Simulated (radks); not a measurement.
Values are calculated unless marked as measured or tabulated.
Spherical jellium clusters: N electrons in a uniform positive sphere of charge N and radius rs N^(1/3), rs = 2.68 bohr. Level of theory: non-relativistic Kohn-Sham, PBEsol, spin-polarised, spherical densities (a radial shooting solver with Libxc functionals). Levels are named by radial order and angular momentum (1s, 1p, 1d, 2s, ...), and open shells are averaged over m.

N = 20, configuration 1s2 1p6 1d10 2s2. This is the lowest configuration that the search found. Occupied and some empty levels:

level  occupation  eigenvalue (eV)  <r> (bohr)
1s              2          -8.2049       4.543
1p              6          -6.4977       5.458
1d             10          -4.4085       6.194
2s              2          -3.5789       5.559
1f              0          -2.0876       6.981
2p              0          -1.4245       7.615

Energy (eV): total -28.5379, kinetic 68.363, external -1744.2, Hartree 849.72, exchange-correlation -100.13, background 897.74.
